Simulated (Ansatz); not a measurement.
Basis-set series for C2H6O2Si (`CC(=O)O[SiH3]`). The species carries charge 0 and has multiplicity 1. The structure was optimised at the PBE0-D4/def2-TZVP level.

```xyz
11

C     0.646   -1.355    1.266
C    -0.149   -0.296    0.575
O    -1.183    0.175    0.973
O     0.407    0.108   -0.576
Si   -0.428    1.310   -1.428
H     0.762   -2.215    0.604
H     0.149   -1.652    2.186
H     1.647   -0.977    1.482
H     0.430    1.520   -2.616
H    -1.766    0.829   -1.837
H    -0.515    2.553   -0.630
```

```csv
functional,basis,functions,energy (Eh),HOMO (eV),LUMO (eV)
PBE0-D4,def2-SVP,104,-519.17359,-8.18,0.10
PBE0-D4,def2-QZVPP,478,-519.56734,-8.31,-0.11
ωB97M-V,def2-SVP,104,-519.43347,-10.61,2.42
ωB97M-V,def2-QZVPP,478,-519.83555,-10.76,1.31
```

Problem. Give the rows for def2-TZVPP. (Estimate.)

Solution. Ansatz gave: 
```tsv
functional	basis	functions	energy (Eh)	HOMO (eV)	LUMO (eV)
PBE0-D4	def2-TZVPP	250	-519.54462	-8.28	-0.05
ωB97M-V	def2-TZVPP	250	-519.81431	-10.73	1.80
```

Positive LUMOs are unbound and depend on the basis.
